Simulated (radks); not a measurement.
Q: Fe2+, 24 electrons, occupied as [Ar] 3d6. All-electron calculation, non-relativistic Kohn-Sham, PBE, spin-unpolarised, spherical densities, point nucleus. Program: a radial shooting solver on a logarithmic mesh with Libxc functionals. Some entries of the table are withheld. Estimate them.

orbital  occ.  eigenvalue (eV)  <r^2> (bohr^2)  <1/r> (bohr^-1)
1s          2        -6951.732        0.004690            25.52
2s          2        -824.3642         0.08602            5.465
2p          6        -713.9004         0.06879              (1)
3s          2        -110.2920             (2)              (3)
3p          6              (4)          0.8747            1.594
3d          6         -25.8853           1.502              (5)

A: 
(1) 2p <1/r> (bohr^-1): 5.417
(2) 3s <r^2> (bohr^2): 0.7763
(3) 3s <1/r> (bohr^-1): 1.720
(4) 3p eigenvalue (eV): -77.9920
(5) 3d <1/r> (bohr^-1): 1.241
